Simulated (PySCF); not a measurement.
Radial density of Dy⁵²⁺ (dysprosium, charge +52)

UHF, [Ne] 3s2 3p2, high-spin 3P determinant. Calculation: PySCF 2.14, in an uncontracted even-tempered set (16 s from 12 bohr⁻², ratio 2.5; 10 p from 16 bohr⁻², ratio 2.5; 4 d from 62 bohr⁻², ratio 2.7; 4 f from 93 bohr⁻², ratio 2.7); the non-relativistic Hamiltonian (point nucleus).

| r (bohr) | 4πr²ρ (e/bohr) | 4πr²(ρα − ρβ) |
| --- | --- | --- |
| 0.000383 | 0.3608 | 0.0000 |
| 0.000645 | 0.9861 | 0.0000 |
| 0.00108 | 2.633 | 0.0001 |
| 0.00182 | 6.756 | 0.0004 |
| 0.00307 | 16.22 | 0.0022 |
| 0.00516 | 34.84 | 0.0136 |
| 0.00868 | 62.15 | 0.0824 |
| 0.0146 | 82.48 | 0.4373 |
| 0.0246 | 75.89 | 1.7510 |
| 0.0413 | 76.92 | 4.0927 |
| 0.0695 | 99.87 | 2.6024 |
| 0.117 | 47.22 | 1.0996 |
| 0.197 | 26.31 | 11.7917 |
| 0.331 | 6.648 | 2.9933 |
| 0.556 | 0.07121 | 0.0239 |

A non-relativistic calculation at this Z misses sizeable relativistic shifts. Spin-orbit coupling is strong in this species (close to jj coupling), so the high-spin LS determinant is a model state, not a physical level.
